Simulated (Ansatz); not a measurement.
`F[SiH2][GeH]([F])[Cl]` + `B[SeH]` → `B[Se][SiH2]F` + `[F][GeH2][Cl]`  (cleavage of the Si–Ge bond)

Gas-phase electronic energies from Ansatz, PBE0-D4/def2-TZVP geometries. CCSD(T)/CBS is the MP2 limit (def2-TZVPP, def2-QZVPP) plus CCSD(T) − MP2 in def2-TZVPP, frozen cores. DFT in def2-TZVPP. B3LYP here is the variant with VWN-RPA as its local correlation; programs differ in this. For Ge, Se outer-core shells are correlated without core-valence functions, which leaves a few kJ/mol of doubt a bond. Scalar relativity is left out up to krypton. One conformer a species, not always the lowest.

| level | ΔE (kJ/mol) | difference from CCSD(T)/CBS |
| --- | --- | --- |
| PBE-D4 | -46.0 | 12.6 |
| r2SCAN-D4 | -53.5 | 5.1 |
| PBE0-D4 | -52.0 | 6.6 |
| B3LYP-D4 | -49.3 | 9.3 |
| ωB97X-V | -54.6 | 4.0 |
| ωB97M-V | -57.3 | 1.3 |
| B2PLYP | -55.1 | 3.5 |
| PBE | -45.7 | 12.9 |
| r2SCAN | -53.7 | 4.9 |
| PBE0 | -51.9 | 6.7 |
| B3LYP | -48.5 | 10.1 |
| HF/def2-TZVPP | -62.3 | -3.7 |
| MP2/def2-TZVPP | -65.5 | -6.9 |
| SCS-MP2/def2-TZVPP | -62.3 | -3.7 |
| CCSD/def2-TZVPP | -56.2 | 2.4 |
| CCSD(T)/def2-TZVPP | -56.4 | 2.2 |
| HF/def2-QZVPP | -62.8 | -4.2 |
| MP2/def2-QZVPP | -66.9 | -8.3 |
| SCS-MP2/def2-QZVPP | -63.9 | -5.3 |
| HF/CBS(def2) | -62.8 | -4.2 |
| MP2/CBS(def2) | -67.7 | -9.1 |
| CCSD/CBS(def2) | -58.5 | 0.1 |
| CCSD(T)/CBS | -58.6 | 0 |

Largest T1 diagnostic among the species: 0.013.

From PBE to PBE0 (25 % exact exchange), in def2-TZVPP and without D4, ΔE moves by −6.3 kJ/mol.
